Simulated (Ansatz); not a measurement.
Program: Ansatz. Geometries: PBE0-D4/def2-TZVP. ΔE: electronic, gas phase. CBS: MP2 limit from def2 TZ/QZ plus the TZ coupled-cluster correction, frozen cores. This one scheme is used for every species. Functionals use def2-TZVPP. For Ga outer-core shells are correlated without core-valence functions, which leaves a few kJ/mol of doubt a bond. Scalar relativity is left out up to krypton. Each species was taken in one conformer, which may not be the lowest.

`[OH][Ga]([Cl])[Cl]` + `CNC` → `C[N](C)[Ga]([OH])[Cl]` + HCl  (ligand exchange at a Ga–Cl bond)

**Question.** Is it downhill or uphill in electronic energy at CCSD(T)/CBS, and by how much? (Estimate.)

**Answer.** The calculation gave: Uphill: ΔE = +14.5 kcal/mol.

**Question.** What do these levels give: r2SCAN-D4, B2PLYP, PBE, r2SCAN, CCSD/def2-TZVPP, MP2/CBS(def2)? (An estimate is asked.)

**Answer.** The calculation gave: r2SCAN-D4 17.0, B2PLYP 16.9, PBE 17.5, r2SCAN 17.5, CCSD/def2-TZVPP 15.4, MP2/CBS(def2) 14.1 kcal/mol.

Largest T1 diagnostic among the species: 0.013.

In def2-TZVPP, CCSD(T) changes the Hartree–Fock value by −7.7 kcal/mol (the triples alone add −0.8 kcal/mol) and MP2 by −8.2 kcal/mol. From PBE to PBE0 (25 % exact exchange), in def2-TZVPP and without D4, ΔE moves by +0.9 kcal/mol. The D4 term adds −2.4 kcal/mol with B3LYP and −1.4 kcal/mol with PBE0; it sums over pairs of atoms, weighted by their polarisabilities, and B3LYP, whose exchange is more repulsive, gets the larger term.

B3LYP here is the variant with VWN-RPA as its local correlation; programs differ in this.
